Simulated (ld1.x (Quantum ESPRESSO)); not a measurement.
**Building the PAW potential for P (revPBE, non-relativistic).**

ld1.x (Quantum ESPRESSO) 7.5 input, shortened:

```
&input
   title='P', zed=15., rel=0, dft='REVPBE', iswitch=3,
   config='[Ne] 3s2 3p3 3d-2'
 /
 &inputp
   pseudotype=3, lpaw=.true., tm=.true., lloc=-1, rcloc=0.90,
   nlcc=.false.,
   which_augfun='BESSEL', rmatch_augfun=0.90
 /
6
3S  1  0   2.00   0.00  1.20  1.50  0.0
3S  1  0   0.00   0.40  1.20  1.50  0.0
3P  2  1   3.00   0.00  1.25  1.35  0.0
3P  2  1   0.00   0.05  1.25  1.35  0.0
3D  3  2  -2.00   0.05  0.95  1.15  0.0
3D  3  2  -2.00   2.00  0.95  1.15  0.0
 &test
   configts(1)='3s2 3p3'
 /
```

Question: Is a potential produced?

Answer: No. ld1.x (Quantum ESPRESSO) 7.5 stopped with "new_paw_hamiltonian: negative rho": the spherical valence density built from the smooth waves and the augmentation charge turned negative at some radius.
